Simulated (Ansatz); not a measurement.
Abridged output of a molecular run in Ansatz:

```
Functional definition: HF
1553 factors; integrals over basis functions are off by at most 9.2e-4 eV
mean field evaluation 1: about -69516.9031 eV, gradient 3.4e1 eV
mean field evaluation 2: about -69517.2080 eV, gradient 3.4e1 eV
mean field evaluation 4: about -69520.6192 eV, gradient 4.9e0 eV
mean field evaluation 8: about -69520.7092 eV, gradient 3.2e-1 eV
mean field -69520.71013122 eV, -2554.8389744924 hartree, gradient 6.5e-6 eV, S^2 0.000000; 0 other end points of the search recorded, 0 dependent functions left out
13 core orbitals not correlated: weight in the atoms' cores, before any rotation towards them, 1.000 or more for the frozen orbitals, at most 0.000 for the correlated occupied ones
reference -69520.71013122 eV, -2554.8389744924 hartree; 19, 19 occupied and 224, 224 virtual orbitals, 1553 factors
second order -25.37248789 eV of doubles, -0.00000000 eV of singles
cycle   1  -25.42812519 eV  change   -5.6e-2 eV  update   1.1e-1
cycle   2  -26.09549782 eV  change   -6.7e-1 eV  update   3.2e-2
cycle   3  -26.21375327 eV  change   -1.2e-1 eV  update   1.6e-2
cycle   4  -26.20345333 eV  change    1.0e-2 eV  update   4.2e-3
cycle   5  -26.20471680 eV  change   -1.3e-3 eV  update   2.2e-3
cycle   6  -26.20550300 eV  change   -7.9e-4 eV  update   6.8e-4
cycle   7  -26.20513603 eV  change    3.7e-4 eV  update   3.7e-4
cycle   8  -26.20509141 eV  change    4.5e-5 eV  update   1.5e-4
cycle   9  -26.20511065 eV  change   -1.9e-5 eV  update   5.8e-5
cycle  10  -26.20507970 eV  change    3.1e-5 eV  update   1.6e-5
perturbative correction -1.20593211 eV, -0.0443171877 hartree
Total energy: -69548.12114303 eV, -2555.8463105967 hartree
```

Its atoms:

Z-matrix (Å, degrees):
```
C
C 1 1.524
Se 1 1.964 2 106.3
H 1 1.088 2 113.3 3 -119.9
H 1 1.091 2 111.4 3 116.3
C 2 1.500 1 108.3 3 -30.3
H 2 1.094 1 110.4 3 -153.4
H 2 1.099 1 110.4 3 88.8
C 3 1.894 1 86.1 2 24.2
H 6 1.085 2 121.1 1 -161.5
H 9 1.082 3 119.5 1 168.4
```

(1) Which basis set was used?
A. def2-SVP
B. def2-TZVPP
C. cc-pV(Q+d)Z
D. def2-TZVPPD

(2) Write the keys of the input that set method, charge and spin (a neutral closed shell needs none for the last two).

## Answers

(1) B. It gives 256 functions.

(2) 
```yaml
correlation: {method: ccsd_t}
```
